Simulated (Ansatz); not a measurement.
# Molecular dynamics of ClFH6Si2

Input:

```yaml
crystal:
  periodic: [false, false, false]
  atoms:
    - { symbol: Si, position_ang: [-0.200778, 0.129356, 0.066151] }
    - { symbol: Cl, position_ang: [0.514721, 0.550094, 2.363485] }
    - { symbol: H, position_ang: [0.727268, -1.036905, 0.067463] }
    - { symbol: H, position_ang: [0.176325, 1.539515, -0.235363] }
    - { symbol: F, position_ang: [-1.163204, -0.2343, -1.243889] }
    - { symbol: Si, position_ang: [-2.559317, -0.242717, 0.9673] }
    - { symbol: H, position_ang: [-2.769834, -1.634969, 0.457925] }
    - { symbol: H, position_ang: [-2.953362, -0.147314, 2.419728] }
    - { symbol: H, position_ang: [-3.246833, 0.822644, 0.170241] }
    - { symbol: H, position_ang: [-0.952588, 0.148596, 1.61796] }
basis:
  gaussian: { orbitals: def2-SVP }
hamiltonian:
  xc: lda
md:
  timestep: 0.5
  n_steps: 200
  ensemble: nve
  temperature: 300.0
  initial_velocities: maxwell_boltzmann
  seed: 6243
```

Run as:

```bash
$ ansatz run input.yaml --threads 2 --pin off --max-ram 3072MiB --backend cpu --events-out ev --progress --plain --runs-dir out
```

It starts at the highest image of a converged band. Of that band: A structure lower than the first end lies on the path between it and the top, so the climb from that side starts below the end, which may itself be a saddle point or a shallow side well. Neighbouring images differ by up to 1.3 eV, so the band resolves the path poorly. A vibrational analysis at the climbing image gives one clearly imaginary mode, 564i cm⁻¹: a first-order saddle point.

Output, in part (one step line in 4, the closing report, with atoms numbered from 0):

```
md step     0: t =     0.00 fs  T =   300.0 K  F+E_penalty+E_count = -30958.79961723 eV  E_kin = 0.310224 eV  conserved = -30958.48939323 eV  (26 SCF iters)
md step     4: t =     2.00 fs  T =   260.4 K  F+E_penalty+E_count = -30958.75827686 eV  E_kin = 0.269302 eV  conserved = -30958.48897523 eV  (28 SCF iters)
md step     8: t =     4.00 fs  T =   212.7 K  F+E_penalty+E_count = -30958.70864852 eV  E_kin = 0.219958 eV  conserved = -30958.48869080 eV  (28 SCF iters)
md step    12: t =     6.00 fs  T =   217.4 K  F+E_penalty+E_count = -30958.71378073 eV  E_kin = 0.224794 eV  conserved = -30958.48898669 eV  (29 SCF iters)
md step    16: t =     8.00 fs  T =   217.7 K  F+E_penalty+E_count = -30958.71437856 eV  E_kin = 0.225131 eV  conserved = -30958.48924727 eV  (29 SCF iters)
md step    20: t =    10.00 fs  T =   168.8 K  F+E_penalty+E_count = -30958.66335519 eV  E_kin = 0.174505 eV  conserved = -30958.48885060 eV  (30 SCF iters)
md step    24: t =    12.00 fs  T =   155.1 K  F+E_penalty+E_count = -30958.64905375 eV  E_kin = 0.160426 eV  conserved = -30958.48862778 eV  (29 SCF iters)
md step    28: t =    14.00 fs  T =   215.3 K  F+E_penalty+E_count = -30958.71187784 eV  E_kin = 0.222673 eV  conserved = -30958.48920469 eV  (29 SCF iters)
md step    32: t =    16.00 fs  T =   245.0 K  F+E_penalty+E_count = -30958.74239831 eV  E_kin = 0.253316 eV  conserved = -30958.48908246 eV  (29 SCF iters)
md step    36: t =    18.00 fs  T =   258.6 K  F+E_penalty+E_count = -30958.75610122 eV  E_kin = 0.267437 eV  conserved = -30958.48866419 eV  (27 SCF iters)
md step    40: t =    20.00 fs  T =   336.4 K  F+E_penalty+E_count = -30958.83669624 eV  E_kin = 0.347834 eV  conserved = -30958.48886236 eV  (31 SCF iters)
md step    44: t =    22.00 fs  T =   439.3 K  F+E_penalty+E_count = -30958.94360827 eV  E_kin = 0.454319 eV  conserved = -30958.48928961 eV  (29 SCF iters)
md step    48: t =    24.00 fs  T =   479.2 K  F+E_penalty+E_count = -30958.98475078 eV  E_kin = 0.495525 eV  conserved = -30958.48922538 eV  (30 SCF iters)
md step    52: t =    26.00 fs  T =   477.5 K  F+E_penalty+E_count = -30958.98249664 eV  E_kin = 0.493800 eV  conserved = -30958.48869638 eV  (29 SCF iters)
md step    56: t =    28.00 fs  T =   533.2 K  F+E_penalty+E_count = -30959.04035766 eV  E_kin = 0.551374 eV  conserved = -30958.48898317 eV  (29 SCF iters)
md step    60: t =    30.00 fs  T =   595.9 K  F+E_penalty+E_count = -30959.10548079 eV  E_kin = 0.616201 eV  conserved = -30958.48927947 eV  (29 SCF iters)
md step    64: t =    32.00 fs  T =   605.7 K  F+E_penalty+E_count = -30959.11517511 eV  E_kin = 0.626335 eV  conserved = -30958.48884053 eV  (28 SCF iters)
md step    68: t =    34.00 fs  T =   642.8 K  F+E_penalty+E_count = -30959.15338074 eV  E_kin = 0.664710 eV  conserved = -30958.48867099 eV  (28 SCF iters)
md step    72: t =    36.00 fs  T =   744.8 K  F+E_penalty+E_count = -30959.25916002 eV  E_kin = 0.770152 eV  conserved = -30958.48900785 eV  (28 SCF iters)
md step    76: t =    38.00 fs  T =   843.4 K  F+E_penalty+E_count = -30959.36141367 eV  E_kin = 0.872161 eV  conserved = -30958.48925282 eV  (28 SCF iters)
md step    80: t =    40.00 fs  T =   892.4 K  F+E_penalty+E_count = -30959.41170775 eV  E_kin = 0.922763 eV  conserved = -30958.48894498 eV  (29 SCF iters)
md step    84: t =    42.00 fs  T =   956.6 K  F+E_penalty+E_count = -30959.47795005 eV  E_kin = 0.989183 eV  conserved = -30958.48876728 eV  (29 SCF iters)
md step    88: t =    44.00 fs  T =  1064.2 K  F+E_penalty+E_count = -30959.58978581 eV  E_kin = 1.100495 eV  conserved = -30958.48929054 eV  (28 SCF iters)
md step    92: t =    46.00 fs  T =  1119.2 K  F+E_penalty+E_count = -30959.64653000 eV  E_kin = 1.157333 eV  conserved = -30958.48919714 eV  (28 SCF iters)
md step    96: t =    48.00 fs  T =  1131.9 K  F+E_penalty+E_count = -30959.65925760 eV  E_kin = 1.170478 eV  conserved = -30958.48877923 eV  (28 SCF iters)
md step   100: t =    50.00 fs  T =  1184.8 K  F+E_penalty+E_count = -30959.71401614 eV  E_kin = 1.225172 eV  conserved = -30958.48884372 eV  (27 SCF iters)
md step   104: t =    52.00 fs  T =  1268.6 K  F+E_penalty+E_count = -30959.80097743 eV  E_kin = 1.311828 eV  conserved = -30958.48914963 eV  (27 SCF iters)
md step   108: t =    54.00 fs  T =  1320.4 K  F+E_penalty+E_count = -30959.85452878 eV  E_kin = 1.365366 eV  conserved = -30958.48916256 eV  (27 SCF iters)
md step   112: t =    56.00 fs  T =  1347.5 K  F+E_penalty+E_count = -30959.88209723 eV  E_kin = 1.393380 eV  conserved = -30958.48871724 eV  (27 SCF iters)
md step   116: t =    58.00 fs  T =  1436.0 K  F+E_penalty+E_count = -30959.97383797 eV  E_kin = 1.484932 eV  conserved = -30958.48890559 eV  (27 SCF iters)
md step   120: t =    60.00 fs  T =  1552.0 K  F+E_penalty+E_count = -30960.09416702 eV  E_kin = 1.604850 eV  conserved = -30958.48931715 eV  (27 SCF iters)
md step   124: t =    62.00 fs  T =  1616.1 K  F+E_penalty+E_count = -30960.16018942 eV  E_kin = 1.671169 eV  conserved = -30958.48902057 eV  (27 SCF iters)
md step   128: t =    64.00 fs  T =  1678.7 K  F+E_penalty+E_count = -30960.22477093 eV  E_kin = 1.735919 eV  conserved = -30958.48885144 eV  (27 SCF iters)
md step   132: t =    66.00 fs  T =  1775.3 K  F+E_penalty+E_count = -30960.32489834 eV  E_kin = 1.835766 eV  conserved = -30958.48913260 eV  (25 SCF iters)
md step   136: t =    68.00 fs  T =  1848.4 K  F+E_penalty+E_count = -30960.40073570 eV  E_kin = 1.911346 eV  conserved = -30958.48938955 eV  (27 SCF iters)
md step   140: t =    70.00 fs  T =  1847.4 K  F+E_penalty+E_count = -30960.39955100 eV  E_kin = 1.910379 eV  conserved = -30958.48917227 eV  (27 SCF iters)
md step   144: t =    72.00 fs  T =  1824.1 K  F+E_penalty+E_count = -30960.37506667 eV  E_kin = 1.886239 eV  conserved = -30958.48882767 eV  (27 SCF iters)
md step   148: t =    74.00 fs  T =  1839.7 K  F+E_penalty+E_count = -30960.39165595 eV  E_kin = 1.902411 eV  conserved = -30958.48924476 eV  (27 SCF iters)
md step   152: t =    76.00 fs  T =  1819.5 K  F+E_penalty+E_count = -30960.37083729 eV  E_kin = 1.881517 eV  conserved = -30958.48932064 eV  (27 SCF iters)
md step   156: t =    78.00 fs  T =  1742.2 K  F+E_penalty+E_count = -30960.29053800 eV  E_kin = 1.801605 eV  conserved = -30958.48893341 eV  (27 SCF iters)
md step   160: t =    80.00 fs  T =  1681.3 K  F+E_penalty+E_count = -30960.22745629 eV  E_kin = 1.738557 eV  conserved = -30958.48889935 eV  (27 SCF iters)
md step   164: t =    82.00 fs  T =  1648.5 K  F+E_penalty+E_count = -30960.19379761 eV  E_kin = 1.704659 eV  conserved = -30958.48913867 eV  (27 SCF iters)
md step   168: t =    84.00 fs  T =  1593.1 K  F+E_penalty+E_count = -30960.13669868 eV  E_kin = 1.647413 eV  conserved = -30958.48928529 eV  (27 SCF iters)
md step   172: t =    86.00 fs  T =  1489.5 K  F+E_penalty+E_count = -30960.02925890 eV  E_kin = 1.540257 eV  conserved = -30958.48900184 eV  (27 SCF iters)
md step   176: t =    88.00 fs  T =  1397.6 K  F+E_penalty+E_count = -30959.93406011 eV  E_kin = 1.445212 eV  conserved = -30958.48884821 eV  (27 SCF iters)
md step   180: t =    90.00 fs  T =  1343.0 K  F+E_penalty+E_count = -30959.87806095 eV  E_kin = 1.388800 eV  conserved = -30958.48926088 eV  (27 SCF iters)
md step   184: t =    92.00 fs  T =  1254.0 K  F+E_penalty+E_count = -30959.78581620 eV  E_kin = 1.296700 eV  conserved = -30958.48911616 eV  (27 SCF iters)
md step   188: t =    94.00 fs  T =  1152.1 K  F+E_penalty+E_count = -30959.68020365 eV  E_kin = 1.191389 eV  conserved = -30958.48881444 eV  (27 SCF iters)
md step   192: t =    96.00 fs  T =  1097.2 K  F+E_penalty+E_count = -30959.62349772 eV  E_kin = 1.134587 eV  conserved = -30958.48891033 eV  (27 SCF iters)
md step   196: t =    98.00 fs  T =  1073.0 K  F+E_penalty+E_count = -30959.59867325 eV  E_kin = 1.109578 eV  conserved = -30958.48909485 eV  (27 SCF iters)
md step   200: t =   100.00 fs  T =  1040.6 K  F+E_penalty+E_count = -30959.56516782 eV  E_kin = 1.076091 eV  conserved = -30958.48907708 eV  (25 SCF iters)
Total energy: -30959.56520712 eV, -1137.7430362145 hartree
Atom 0 at     0.809748     0.277536    -0.196548 Å, force     0.901097     0.259879     1.690010 eV/Å
Atom 1 at     0.600578     0.509903     1.888323 Å, force     1.926201     0.277567     0.293552 eV/Å
Atom 2 at     1.640673    -0.897567    -0.723275 Å, force    -0.293215     0.449857     0.326140 eV/Å
Atom 3 at     0.953082     1.563006    -0.925484 Å, force     0.405708     0.140346    -0.109744 eV/Å
Atom 4 at    -0.729800     0.020625    -0.074334 Å, force    -3.054084    -1.136469    -2.169568 eV/Å
Atom 5 at    -3.835499    -0.474387     1.095654 Å, force     0.050205    -0.908861     0.466777 eV/Å
Atom 6 at    -2.959538    -1.674947     0.716545 Å, force    -0.242733     0.418089     0.123158 eV/Å
Atom 7 at    -5.253529    -0.986053     1.309322 Å, force     0.159855     0.160051    -0.323184 eV/Å
Atom 8 at    -3.714735     0.587453     0.068404 Å, force    -0.088603     0.245080    -0.226727 eV/Å
Atom 9 at    -3.471323     0.034594     2.463021 Å, force     0.235569     0.094463    -0.070413 eV/Å
Dipole moment:     0.417745     0.019988    -0.452959 e Å
```

The run went to its last step. The conserved energy stayed within 0.082 meV per atom of its start (net change 0.032 meV per atom), so the integration is sound. The kinetic energy rose, since the run started high on the potential surface and went downhill. It ends in pieces (ClFH2Si + H4Si), so much of that is their flight and rotation, not heat. A run of 0.1 ps of so small a system gives no equilibrium averages. The orbitals stay closed-shell, which can raise the energy where a bond breaks towards radicals; this wasn't checked here.

Between its relaxed ends the band would form Si1–Si6, Cl2–H10 and break Si1–Cl2, Si6–H10. These pairs go: Si1–Si6 2.55 → 4.88 Å, Cl2–H10 1.69 → 4.14 Å, Si1–Cl2 2.44 → 2.11 Å, Si6–H10 1.78 → 1.50 Å. In the last frame they stand as before the step (other bonds may differ from the relaxed reactants and products). Also parted: Si1–H10 1.72 → 5.05 Å. It ends as ClFH2Si + H4Si. Pairs count as bonded within 1.25 times the sum of covalent radii (0.12 Å more for H–H).

Last frame:

```xyz
10
Properties=species:S:1:pos:R:3
Si 0.810 0.278 -0.197
Cl 0.601 0.510 1.888
H 1.641 -0.898 -0.723
H 0.953 1.563 -0.925
F -0.730 0.021 -0.074
Si -3.836 -0.474 1.096
H -2.959 -1.675 0.717
H -5.253 -0.986 1.309
H -3.715 0.588 0.068
H -3.471 0.035 2.463
```

Run time: 3.4 min on 2 threads of Arm Neoverse V1, on a shared host, peak memory 0.13 GiB.
